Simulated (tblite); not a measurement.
Species: C₂H₁₁NO₂Si₃.
SMILES with atom numbers: `[O:1]=[C:2]([CH2:3][SiH2:4][OH:5])[N:6]([SiH3:7])[SiH3:8]` (hydrogens: H9, H10 on C3; H11, H12 on Si4; H13 on O5; H14, H15, H16 on Si7; H17, H18, H19 on Si8)

Computed geometry: GFN2-xTB, gas phase.

(1) List the bond lengths, angles and torsions at this level.

Results:

(1) 
```json
{"bond": "O1=C2", "length (Å)": "1.239", "order": "double"}
{"bond": "C2–C3", "length (Å)": "1.482", "order": "single"}
{"bond": "C3–Si4", "length (Å)": "1.912", "order": "single"}
{"bond": "Si4–O5", "length (Å)": "1.617", "order": "single"}
{"bond": "C2–N6", "length (Å)": "1.331", "order": "single"}
{"bond": "N6–Si7", "length (Å)": "1.790", "order": "single"}
{"bond": "N6–Si8", "length (Å)": "1.739", "order": "single"}
{"bond": "C3–H9, C3–H10", "length (Å)": "1.090", "order": "single"}
{"bond": "Si4–H11, Si4–H12", "length (Å)": "1.460", "order": "single"}
{"bond": "O5–H13", "length (Å)": "0.958", "order": "single"}
{"bond": "Si7–H14, Si7–H16, Si8–H17", "length (Å)": "1.454", "order": "single"}
{"bond": "Si7–H15, Si8–H18, Si8–H19", "length (Å)": "1.467", "order": "single"}
```

Bonds in one row agree within 0.01 Å and their mean is given. Orders are formal, as drawn. A selection of angles:
```json
{"angle": "O1–C2–C3", "degrees": "120.8"}
{"angle": "O1–C2–N6", "degrees": "115.8"}
{"angle": "C3–C2–N6", "degrees": "123.3"}
{"angle": "C2–C3–Si4", "degrees": "107.5"}
{"angle": "C2–C3–H9", "degrees": "107.9"}
{"angle": "C2–C3–H10", "degrees": "110.0"}
{"angle": "Si4–C3–H9", "degrees": "110.8"}
{"angle": "Si4–C3–H10", "degrees": "113.7"}
{"angle": "H9–C3–H10", "degrees": "106.9"}
{"angle": "C3–Si4–O5", "degrees": "111.8"}
{"angle": "C3–Si4–H11", "degrees": "108.8"}
{"angle": "C3–Si4–H12", "degrees": "107.7"}
{"angle": "O5–Si4–H11", "degrees": "102.4"}
{"angle": "O5–Si4–H12", "degrees": "112.6"}
{"angle": "H11–Si4–H12", "degrees": "113.6"}
{"angle": "Si4–O5–H13", "degrees": "117.2"}
{"angle": "C2–N6–Si7", "degrees": "102.7"}
{"angle": "C2–N6–Si8", "degrees": "125.3"}
{"angle": "Si7–N6–Si8", "degrees": "132.0"}
{"angle": "N6–Si7–H14", "degrees": "109.7"}
{"angle": "N6–Si7–H15", "degrees": "99.9"}
{"angle": "H14–Si7–H15", "degrees": "108.2"}
{"angle": "H14–Si7–H16", "degrees": "119.4"}
{"angle": "N6–Si8–H17", "degrees": "105.7"}
{"angle": "N6–Si8–H18", "degrees": "108.2"}
{"angle": "H17–Si8–H18", "degrees": "111.6"}
```

Dihedral angles: O1–C2–C3–Si4 16° (synperiplanar); C2–C3–Si4–O5 -59° (synclinal); O1–C2–N6–Si7 -1° (synperiplanar); H13–O5–Si4–C3 52° (synclinal). The mirror-image conformer, all signs reversed, is as good.

Si7 and O1 aren't drawn bonded (3 bonds apart) but lie 2.35 Å from each other; Cordero's covalent radii sum to 1.77 Å. Si7 (SiH3 silicon) is distorted tetrahedral (angles from 99.9° to 119.4°). H13 on O5 lies 2.29 Å from O1, 5 bonds away (angle at H 117°; Bondi radii sum to 2.72 Å). N6 (amide nitrogen) is planar (angles 132.0°, 125.3° and 102.7°, sum 360.0°, 0.01 Å off the plane of its three neighbours). The N–Si distances run from 1.739 Å (N6–Si8, drawn single) to 1.790 Å (N6–Si7, drawn single), a spread of 0.051 Å. Si4 (oxygen-bound silicon) is distorted tetrahedral (angles from 102.4° to 113.6°). O5 (silanol oxygen) is bent (angle 117.2°).

Point group: C1 (no symmetry element, even within 0.4 Å). GFN2-xTB frequencies show an imaginary mode (21i cm⁻¹), so the point is no minimum at that level. Torsions: O1–C2–C3–Si4 16°, C2–C3–Si4–O5 -59°, C3–Si4–O5–H 52°.
